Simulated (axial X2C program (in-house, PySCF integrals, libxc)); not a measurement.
## MnI⁺: from Re and ωe to a spectrum

A bond curve at the TPSS level, 2c, was computed with an in-house relativistic program for diatomic molecules (basis I dyall-cv3z [11s12p8d4f1g], Mn dyall-cv3z [9s10p6d3f2g] (cores contracted in-house)) for the state Ω = 5/2 (⟨Sz⟩ = 2.50, ⟨Lz⟩ = 0.00 at TPSS). Its fit gives Re = 2.4220 Å, ωe = 292.9 cm⁻¹, ωexe = 0.782 cm⁻¹ and αe = 2.645e-04 cm⁻¹; the masses are 126.9045 and 54.9380 u. Two-component means X2C with spin–orbit coupling and atomic mean-field Coulomb and Gaunt terms.

Q: Find the reduced mass, Be and the force constant.

A: From the TPSS values: μ = 38.3402 u. Be = 16.8576/(μ Re²) = 0.07495 cm⁻¹. k = 5.8918×10⁻⁷ μ ωe² = 1.94 mdyn/Å.

Q: Estimate De from a Morse curve and compare with the computed well depth of 2.594 eV to I + Mn+.

A: De(Morse) = ωe²/(4ωexe) = 3.400 eV against 2.594 eV computed, a ratio of 1.31. The extrapolation overshoots: the well softens faster than a Morse curve, or the lowest atomic limit lies below the one to which the curve heads.

Q: Where do the fundamental and the first overtone lie?

A: ν(1←0) = ωe − 2ωexe = 291.3 cm⁻¹; ν(2←0) = 2ωe − 6ωexe = 581.1 cm⁻¹.

Q: A Morse curve ties αe to the other constants (Pekeris). How well does that hold?

A: αe(Morse) = 6Be²/ωe × (√(ωexe/Be) − 1) = 2.566e-04 cm⁻¹; the TPSS curve gives 2.645e-04 cm⁻¹, a ratio of 0.97.

Q: Estimate the centrifugal constant by the Kratzer relation.

A: D = 4Be³/ωe² = 1.96e-08 cm⁻¹.

Occupations by symmetry block were frozen at the best pattern of an incomplete PBE0 search. De is counted from the lowest determinant-based energies of the atoms at the same level, without counterpoise correction. Density functionals use the spin component along the axis (collinear). The functionals have no current-density term, which raises determinants with orbital currents, atoms included. With several unpaired electrons one determinant need not be a pure state. This is the top spin component of a Σ state; components of lower Ω are not single determinants and can lie lower.
